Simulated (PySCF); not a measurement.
Compound: C₅H₄NOP.
Atom-mapped SMILES: `[O:1]=[CH:2][c:3]1[cH:4][p:5][cH:6][cH:7][n:8]1`

Cartesian coordinates in Å at the GFN2-xTB level; atoms count from 1:
```
atom  x, y, z in Å
O1    -3.1000   -0.0959    0.1401
C2    -2.1073   -0.6693   -0.2225
C3    -0.7228   -0.1675   -0.0445
C4    -0.5241    1.0527    0.5847
P5     1.0348    1.7619    0.8598
C6     2.0049    0.5124    0.1419
C7     1.4911   -0.6381   -0.4311
N8     0.2207   -0.9719   -0.5271
H9    -2.1403   -1.6472   -0.7340
H10   -1.4081    1.5819    0.9186
H11    3.0788    0.6469    0.1454
H12    2.1734   -1.3667   -0.8574
```

NICS is the negative of the GIAO shielding at a point without a nucleus: at the ring centre (0) and 1 Å above and below it (1); zz is the component along the ring normal. Level: GIAO PBE0/pcSseg-1 (PySCF, non-relativistic, gas phase) on the GFN2-xTB geometry, one conformer.

Ring bond lengths (Å), with Mayer bond orders in brackets: C3–C4 1.387 (1.33), C4–P5 1.735 (1.33), P5–C6 1.737 (1.31), C6–C7 1.384 (1.40), C7–N8 1.317 (1.51), N8–C3 1.330 (1.42).

Task: Give the NICS values of each ring in ppm.

Result: 
```json
{"ring": "C3–C4–P5–C6–C7–N8", "type": "6-membered ring with N and P; formal bonds all aromatic", "NICS(0)": "-5.8", "NICS(1), two faces": "-10.6 / -10.6", "NICS(1)zz, two faces": "-26.1 / -26.1", "rms pucker (Å)": "0.00", "centre to ring atoms, mean (Å)": "1.47"}
```

Task: What do they say, and how far can they be read as aromaticity?

Result: 
- C3–C4–P5–C6–C7–N8: mean NICS(1)zz -26.1 ppm, shielded.

Task: What does the geometric index give? Use HOMA with the parameters of Krygowski (1993).

Result: 
- C3–C4–P5–C6–C7–N8: HOMA 0.94; the largest term is that of P5–C6, α(R − Ropt)² = 0.18.

Task: What is the mean of the two in-plane components of NICS at the first NICS(1) probe listed for ring C3–C4–P5–C6–C7–N8, 1 Å off the ring?

Result: The isotropic value is a third of the trace: (3 × -10.6 − (-26.1))/2 = -2.8 ppm.

Task: Give the inner angles of the rings and the Hirshfeld charges of the ring atoms.

Result: 
- C3–C4–P5–C6–C7–N8: C3 126.5° (+0.046 e), C4 124.1° (-0.099 e), P5 98.2° (+0.152 e), C6 124.2° (-0.100 e), C7 126.8° (+0.026 e), N8 120.3° (-0.142 e); sum 720.0° against 720° for a flat convex ring.
